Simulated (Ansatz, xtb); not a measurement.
## Relative energy of two structures of CB2Si

We compare I, `B1=C2[Si]B12`, a singlet, with II, a singlet given by its coordinates. Both are isolated molecules in the gas phase, relaxed with r2SCAN-D4/def2-SVP.

I (Å):

```yaml
atoms:
  - { symbol: C, position_ang: [0.0634, -1.1235, -0.4757] }
  - { symbol: B, position_ang: [0.1982, -0.8231, 1.0823] }
  - { symbol: B, position_ang: [1.2202, -1.5614, 0.1758] }
  - { symbol: Si, position_ang: [-1.4410, -0.2078, 0.1374] }
```

II (Å):

```xyz
4

C    -1.2679    0.3182   -0.6582
B    -2.2664   -0.6970   -0.8474
B    -0.6005    1.0295   -1.7127
Si   -1.8260   -0.1953   -2.7574
```

Close contacts (Å): C1–B2 1.44, C1–B3 1.44, B2–Si4 2.02, B3–Si4 2.02.

Question: Estimate which is lower in electronic energy at CCSD(T)/def2-TZVPP, and by roughly how much.

Answer: The CCSD(T)/def2-TZVPP calculation puts structure I lower, by 1.06 kcal/mol.

How the difference moves with the method:

```csv
level,geometry,E(II) − E(I) (kcal/mol),departure from the last row (kcal/mol),"job, with rough time for the two"
r2SCAN-D4/def2-SVP,r2SCAN-D4/def2-SVP,+3.79,+2.73,"optimisation, 15 s"
HF/def2-TZVPP,r2SCAN-D4/def2-SVP,+11.52,+10.46,part of the CCSD(T) run
MP2/def2-TZVPP,r2SCAN-D4/def2-SVP,+4.04,+2.98,part of the CCSD(T) run
CCSD(T)/def2-TZVPP,r2SCAN-D4/def2-SVP,+1.06,,"single point, 27 s"
```

The levels shown agree on the order. The largest departure from CCSD(T)/def2-TZVPP is that of HF/def2-TZVPP, 10.46 kcal/mol. The closed-shell reference of I is unstable towards spin breaking, so its energies are less sure. Levels run at GFN2-xTB geometries aren't shown.

With harmonic frequencies from r2SCAN-D4/def2-SVP (ideal gas, rigid rotor, one conformer each, 1000 K, 1 atm): the zero-point term adds −0.73 kcal/mol; ΔH is +0.84 and ΔG +0.36 kcal/mol. In free energy the two are nearly level.

The T1 diagnostic of structures I and II is large, so the coupled-cluster value is less sure. The correlated steps freeze 8 core orbitals. Run with Ansatz 0.2.0; the last row on 1 thread of Arm Neoverse V1 on a shared host.
